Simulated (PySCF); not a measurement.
## PbN from Hartree–Fock to correlated methods

State: ²Π (doublet), unpaired electrons π ↑. Set-up: PySCF, scalar-relativistic core potentials, basis sets Pb cc-pVDZ-PP with ECP60, N cc-pVDZ. De refers to Pb + N in their high-spin ground configurations, without counterpoise correction. The functionals are run spin-unrestricted. A positive dipole means Pb(−)N(+). Levels whose curve was spin-contaminated or gave no clean fit are not listed.

| Level | Re (Å) | ωe (cm⁻¹) | De (eV) | μ (D) |
| --- | --- | --- | --- | --- |
| ROHF | 2.005 | 742 | -1.75 | -4.29 |
| ROHF-MP2 | 2.105 | 544 | 1.43 | n/a |
| ROHF-SCS-MP2 | 2.108 | 538 | 1.37 | n/a |
| ROHF-CCSD | 2.093 | 565 | 1.02 | n/a |
| ROHF-CCSD(T) | 2.124 | 533 | 1.40 | n/a |
| PBE | 2.091 | 591 | 2.63 | -3.16 |

**Question.** What does second-order correlation do here, going from ROHF to ROHF-MP2?

**Answer.** ROHF-MP2 less ROHF: +10.0 pm in Re, -26.7 % in ωe, +3.18 eV in De. Correlation nearly always deepens the well. The bond lengthens, as in strong covalent bonds, where excitations into antibonding orbitals dominate.

Correlated steps freeze 5 core orbitals. Correlated levels converge slowly with the basis: in double zeta they bind strong bonds too weakly, by up to about 1 eV, and carry superposition errors of some tenths. These are scalar-relativistic numbers at best; spin–orbit coupling would shift them, the dissociation energy most. The CCSD T1 diagnostic is raised, a sign that a single reference may not be enough here. UHF is strongly spin-contaminated for PbN, so the ROHF reference used there is far from stable. A negative De means that the minimum lies above the separated atoms at that level. The state is the lowest determinant that a PBE0 search found; another state may lie lower at other levels.
